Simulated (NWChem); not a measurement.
Molecule: CH6AlFSi; SMILES [Al]([CH3])([SiH3])[F]

All runs: NWChem. Structure relaxed at the PBE0/def2-SVP level. Level r2SCAN/def2-SVP: energy and gradient on several grids; changes count from the extra-fine grid, which is no exact limit either.

```json
[
 {"grid": "xcoarse", "size of the energy change (μHa)": "10000", "largest change of a gradient component (μHa/bohr)": "2000", "time, medium = 1 (rough)": "about 1"},
 {"grid": "coarse", "size of the energy change (μHa)": "400", "largest change of a gradient component (μHa/bohr)": "400", "time, medium = 1 (rough)": "about 1"},
 {"grid": "medium", "size of the energy change (μHa)": "200", "largest change of a gradient component (μHa/bohr)": "50", "time, medium = 1 (rough)": "about 1"},
 {"grid": "fine", "size of the energy change (μHa)": "20", "largest change of a gradient component (μHa/bohr)": "70", "time, medium = 1 (rough)": "about 1"},
 {"grid": "xfine", "size of the energy change (μHa)": "< 10", "largest change of a gradient component (μHa/bohr)": "< 30", "time, medium = 1 (rough)": "2"}
]
```
